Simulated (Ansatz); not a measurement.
The same hydrolysis along the group Ti, Zr, Hf.

Calculated with Ansatz (gas phase, PBE0-D4/def2-TZVP geometries, no zero-point term in ΔE). CBS: MP2 limit from def2 TZ/QZ plus the TZ coupled-cluster correction, frozen cores. This one scheme is used for every species. Functionals use def2-TZVPP. Elements past krypton have def2 core potentials. For Hf, Ti, Zr outer-core shells are correlated without core-valence functions, which leaves a few kJ/mol of doubt a bond. Scalar relativity is left out up to krypton. Each species was taken in one conformer, which may not be the lowest.

```json
{"reaction": "`[F][Ti]([SH])([SH])[SH]` + H₂O → `[OH][Ti]([SH])([SH])[SH]` + H–F", "PBE-D4 (kJ/mol)": "46"}
{"reaction": "`[F][Zr]([SH])([SH])[SH]` + H₂O → `[OH][Zr]([SH])([SH])[SH]` + H–F", "PBE-D4 (kJ/mol)": "46"}
{"reaction": "`[F][Hf]([SH])([SH])[SH]` + H₂O → `[OH][Hf]([SH])([SH])[SH]` + H–F", "PBE-D4 (kJ/mol)": "46"}
```

**Question.** Give the CCSD(T)/CBS values in the same order. (Estimate.)

**Answer.** The calculation gave: 35, 36, 36 kJ/mol.

Largest T1 diagnostic: 0.028, for `[F][Ti]([SH])([SH])[SH]`, so its coupled-cluster energy is less sure.
